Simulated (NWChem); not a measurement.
Program: NWChem. System: H3N2, charge 0, spin multiplicity 2, at a geometry optimised with UPBE0/def2-SVP. The structure started from a generated list of species. Its SCF solution wasn't tested for a lower state. Level: ROCCSD(T)/def2-TZVP, 2 core orbitals frozen.

Job file:

```
start mol
memory heap 100 mb stack 700 mb global 1900 mb
geometry units angstroms nocenter noautoz noautosym
  N      0.651149    -0.356553     0.095920
  N     -0.546985     0.189084    -0.123315
  H      1.324507     0.415902     0.024174
  H     -0.724793     1.174575     0.067382
  H     -1.328858    -0.418190     0.100212
end
basis spherical
  * library def2-tzvp
end
scf
  rohf
  nopen 1
  maxiter 100
  thresh 1e-7
  semidirect memsize 60000000 filesize 0
  # guess.movecs holds the orbitals of an unrestricted PBE0 run
  vectors input guess.movecs output mol.movecs
end
tce
  freeze core 2
  ccsd(t)
  2eorb
  2emet 13
  thresh 1e-6
  maxiter 100
  tilesize 24
end
task tce energy
```

NWChem printed:

```
             Northwest Computational Chemistry Package (NWChem) 7.3.0
             --------------------------------------------------------

                                NWChem Input Module
                                -------------------

 Scaling coordinates for geometry "geometry" by  1.889725989
 (inverse scale =  0.529177249)

                             Geometry "geometry" -> ""
                             -------------------------

 Output coordinates in angstroms (scale by  1.889725989 to convert to a.u.)

  No.       Tag          Charge          X              Y              Z
 ---- ---------------- ---------- -------------- -------------- --------------
    1 N                    7.0000     0.65114900    -0.35655300     0.09592000
    2 N                    7.0000    -0.54698500     0.18908400    -0.12331500
    3 H                    1.0000     1.32450700     0.41590200     0.02417400
    4 H                    1.0000    -0.72479300     1.17457500     0.06738200
    5 H                    1.0000    -1.32885800    -0.41819000     0.10021200

 Effective nuclear repulsion energy (a.u.)      36.6884911946

            Nuclear Dipole moment (a.u.)
            ----------------------------
        X                 Y               Z
 ---------------- ---------------- ----------------
     0.0000075589     0.0000075589     0.0000056692


 Summary of "ao basis" -> "" (spherical)
 ------------------------------------------------------------------------------
       Tag                 Description            Shells   Functions and Types
 ---------------- ------------------------------  ------  ---------------------
 *                         def2-tzvp                  on all atoms

 Summary of "ao basis" -> "ao basis" (spherical)
 ------------------------------------------------------------------------------
       Tag                 Description            Shells   Functions and Types
 ---------------- ------------------------------  ------  ---------------------
 N                         def2-tzvp                11       31   5s3p2d1f
 H                         def2-tzvp                 4        6   3s1p

                                 NWChem SCF Module
                                 -----------------

  ao basis        = "ao basis"
  functions       =    80
  atoms           =     5
  closed shells   =     8
  open shells     =     1
  charge          =   0.00
  wavefunction    = ROHF
  use symmetry    = F
  symmetry adapt  = F

 Summary of "ao basis" -> "ao basis" (spherical)
 ------------------------------------------------------------------------------
       Tag                 Description            Shells   Functions and Types
 ---------------- ------------------------------  ------  ---------------------
 N                         def2-tzvp                11       31   5s3p2d1f
 H                         def2-tzvp                 4        6   3s1p

 Forming initial guess at       0.1s

 Starting SCF solution at       0.1s

 ----------------------------------------------
         Quadratically convergent ROHF

 Convergence threshold     :          1.000E-07
 Maximum no. of iterations :          100
 Final Fock-matrix accuracy:          1.000E-09
 ----------------------------------------------

              iter       energy          gnorm     gmax       time
             ----- ------------------- --------- --------- --------
                 1     -110.5845164123  7.63D-01  1.55D-01      0.7
                 2     -110.6060779429  2.55D-01  6.25D-02      0.9
[...]
    1 N    7     7.28   0.82  1.16  0.57  0.87  0.32  1.38  1.54  0.56  0.01  0.05  0.00
    2 N    7     7.41   0.82  1.16  0.51  0.80  0.18  1.51  1.70  0.68  0.01  0.05  0.01
    3 H    1     0.80   0.26  0.44  0.06  0.03
    4 H    1     0.76   0.26  0.41  0.05  0.04
    5 H    1     0.75   0.26  0.41  0.05  0.04

 Mulliken analysis of the open-shell density
 -------------------------------------------

    Atom       Charge   Shell Charges
 -----------   ------   -------------------------------------------------------
    1 N    7     0.84   0.00  0.00  0.00 -0.00  0.00  0.33  0.33  0.17  0.00  0.00  0.00
    2 N    7     0.15   0.00 -0.00  0.00  0.00  0.00  0.06  0.05  0.02  0.00  0.01  0.00
    3 H    1     0.01   0.00  0.00 -0.00  0.01
    4 H    1     0.01   0.00  0.00 -0.00  0.00
    5 H    1     0.00   0.00  0.00 -0.00  0.00

       Multipole analysis of the density wrt the origin
       ------------------------------------------------

     L   x y z        total         open         nuclear
     -   - - -        -----         ----         -------
     0   0 0 0      0.000000     -1.000000     17.000000

     1   1 0 0     -0.417022     -0.850149      0.000008
     1   0 1 0      0.828888      0.446578      0.000008
     1   0 0 1      0.203158     -0.094553      0.000006

     2   2 0 0     -7.536232     -2.479123     32.524613
     2   1 1 0      1.491947      0.905173     -7.477488
     2   1 0 1     -0.656134     -0.322949      2.711798
     2   0 2 0     -8.937594     -1.011487     10.240610
     2   0 1 1      0.301406      0.056014     -1.268909
     2   0 0 2    -10.768527     -1.646896      0.664282

                   NWChem Extensible Many-Electron Theory Module
                   ---------------------------------------------


            General Information
            -------------------
      Number of processors :     1
         Wavefunction type : Restricted open-shell Hartree-Fock
          No. of electrons :    17
           Alpha electrons :     9
            Beta electrons :     8
           No. of orbitals :   160
            Alpha orbitals :    80
             Beta orbitals :    80
        Alpha frozen cores :     2
         Beta frozen cores :     2
     Alpha frozen virtuals :     0
      Beta frozen virtuals :     0
         Spin multiplicity : doublet
    Number of AO functions :    80
       Number of AO shells :    34
        Use of symmetry is : off
      Symmetry adaption is : off
         Schwarz screening : 0.10D-09

          Correlation Information
          -----------------------
          Calculation type : Coupled-cluster singles & doubles w/ perturbation
   Perturbative correction : (T)
            Max iterations :      100
        Residual threshold : 0.10D-05
     T(0) DIIS level shift : 0.00D+00
     L(0) DIIS level shift : 0.00D+00
     T(1) DIIS level shift : 0.00D+00
     L(1) DIIS level shift : 0.00D+00
     T(R) DIIS level shift : 0.00D+00
     T(I) DIIS level shift : 0.00D+00
   CC-T/L Amplitude update :  5-th order DIIS
                I/O scheme : Global Array Library
        L-threshold :  0.10D-05
        EOM-threshold :  0.10D-05
 no EOMCCSD initial starts read in
 TCE RESTART OPTIONS
 SLICE:      F
 D4D5:       F
 quantumc:   F
 qrotation:  F
 pwtce:      F
 qducc:      F
 nacto:                         0
 nrotv:                         0
 nrot:                          0

            Memory Information
            ------------------
          Available GA space size is     249024000 doubles
          Available MA space size is     104853300 doubles

 Maximum block size supplied by input
 Maximum block size        24 doubles

 tile_dim =     24

 -------------------------------------------------

 Global array virtual files algorithm will be used

 Parallel file system coherency ......... OK

 4-electron integrals stored in orbital form

 v2    file size   =          8582954
 4-index algorithm nr.  13 is used
 imaxsize =       30
 imaxsize ichop =        0


CCSD iterations
 ---------------------------------------------------------
 Iter          Residuum       Correlation     Cpu    Wall
 ---------------------------------------------------------
    1   0.1779805043515  -0.4060532040047     0.9     0.9
    2   0.0409536357216  -0.4095912409650     0.9     0.9
    3   0.0157564630719  -0.4172991585803     1.0     1.0
    4   0.0074721320921  -0.4180313012003     1.0     1.0
    5   0.0056477232446  -0.4187421785927     1.0     1.0
    6   0.0026368048147  -0.4190556317029     1.1     1.1
    7   0.0011434787034  -0.4190989391348     1.0     1.0
    8   0.0010966510392  -0.4190806143494     1.0     1.0
    9   0.0008842738371  -0.4191188937506     1.0     1.0
   10   0.0011475355911  -0.4191178449324     1.0     1.0
   11   0.0001018112768  -0.4191421925339     0.9     0.9
   12   0.0000654117374  -0.4191424392950     1.1     1.1
   13   0.0000343481887  -0.4191452532128     1.5     1.5
   14   0.0000311795541  -0.4191445039250     1.0     1.0
   15   0.0000185353938  -0.4191456634909     1.6     1.6
   16   0.0000072424667  -0.4191457944412     1.3     1.3
   17   0.0000049154919  -0.4191457638065     1.3     1.3
   18   0.0000043362859  -0.4191456491895     1.5     1.5
   19   0.0000051421197  -0.4191457099715     1.6     1.6
   20   0.0000061462037  -0.4191456943889     1.6     1.6
   21   0.0000006115079  -0.4191457217629     1.4     1.4
 -----------------------------------------------------------------
 Iterations converged
 CCSD correlation energy / hartree =        -0.419145721762879
 CCSD total energy / hartree       =      -111.035168219963296

 Singles contributions
     9a   (beta ) ---     7a   (beta )        0.1062147573

 Doubles contributions
 CCSD(T)
 Using plain CCSD(T) code
             total no. of tasks          192
 total no. of tasks / no. procs          192
                         wl_min          216           2.4
                         wl_max      2985984          12.0
        thresh for no. of tasks          192

 CCSD[T]  correction energy / hartree =        -0.016426465937023
 CCSD[T] correlation energy / hartree =        -0.435572187699901
 CCSD[T] total energy / hartree       =      -111.051594685900312
 CCSD(T)  correction energy / hartree =        -0.015661187588614
 CCSD(T) correlation energy / hartree =        -0.434806909351493
 CCSD(T) total energy / hartree       =      -111.050829407551916

 Task  times  cpu:       85.5s     wall:       85.5s

 Total times  cpu:       85.6s     wall:       85.6s
```
